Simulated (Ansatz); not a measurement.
Input and output for CH$_{3}$Cl$_{2}$FMoO$_{2}$ (`C[O][Mo](=[O])([F])([Cl])[Cl]`).

```yaml
crystal:
  periodic: [false, false, false]
  atoms:
    - {symbol: C, position_ang: [0.260264, -1.916796, -0.014500]}
    - {symbol: O, position_ang: [-0.562007, -0.638960, -0.394563]}
    - {symbol: Mo, position_ang: [-0.363725, 1.391573, -0.170815]}
    - {symbol: O, position_ang: [-2.035667, 2.015765, -0.624737]}
    - {symbol: F, position_ang: [0.861762, 1.373911, -1.852142]}
    - {symbol: Cl, position_ang: [-0.362690, 0.911248, 2.362997]}
    - {symbol: Cl, position_ang: [0.891259, 3.544271, 0.424076]}
    - {symbol: H, position_ang: [1.375006, -1.875126, -0.521936]}
    - {symbol: H, position_ang: [0.371597, -1.961350, 1.208005]}
    - {symbol: H, position_ang: [-0.342503, -2.901658, -0.413135]}
basis:
  gaussian: {orbitals: def2-mTZVP, final_grid: {core_spheres: 20, valence_spheres: 16, degree: 47}}
hamiltonian: {xc: {name: r2SCAN}, dispersion: d4}
accuracy: high
output: {forces: true}
```

```sh
$ ansatz run in.yaml --threads 4 --pin off --events-out ev --progress --plain --max-ram 11315MiB
```

Output, abridged:

```
Functional definition: r2SCAN
3436 factors; integrals over basis functions are off by at most 2.9e-8 eV
mean field evaluation 1: about -34772.0759 eV, gradient 1.2e2 eV
mean field evaluation 2: about -34296.6348 eV, gradient 4.1e2 eV
mean field evaluation 4: about -34741.8244 eV, gradient 1.8e2 eV
mean field evaluation 8: about -34799.7495 eV, gradient 2.0e-1 eV
mean field evaluation 16: about -34799.7495 eV, gradient 2.2e-8 eV
mean field -34799.74952678 eV, -1278.8672069916 hartree, gradient 2.2e-8 eV, S^2 0.000000; 1 other end points of the search recorded, 0 dependent functions left out
reference -34799.74952868 eV, -1278.8672070616 hartree; 41, 41 occupied and 131, 131 virtual orbitals, 3436 factors
Total energy: -34799.82421972 eV, -1278.8699519067 hartree
Atom 0 at     0.260264    -1.916796    -0.014500 Å, force     0.338424     0.092083     0.267292 eV/Å
Atom 1 at    -0.562007    -0.638960    -0.394563 Å, force     1.743195     0.736644     1.021688 eV/Å
Atom 2 at    -0.363725     1.391573    -0.170815 Å, force    -2.833654     0.016813    -1.782732 eV/Å
Atom 3 at    -2.035667     2.015765    -0.624737 Å, force     6.097899    -2.319486     1.655101 eV/Å
Atom 4 at     0.861762     1.373911    -1.852142 Å, force    -2.067956     0.054808     2.871562 eV/Å
Atom 5 at    -0.362690     0.911248     2.362997 Å, force     0.028424     0.469408    -2.465993 eV/Å
Atom 6 at     0.891259     3.544271     0.424076 Å, force    -1.318387    -2.259351    -0.601584 eV/Å
Atom 7 at     1.375006    -1.875126    -0.521936 Å, force    -2.908754     0.105216     1.206505 eV/Å
Atom 8 at     0.371597    -1.961350     1.208005 Å, force    -0.399063     0.328910    -3.079979 eV/Å
Atom 9 at    -0.342503    -2.901658    -0.413135 Å, force     1.319872     2.774955     0.908141 eV/Å
Dipole moment:     0.123422    -0.950680     0.071929 e Å
```

It took 14 s on 4 threads of an Arm Neoverse V2 on a shared host, with 0.75 GiB of host memory at the peak.
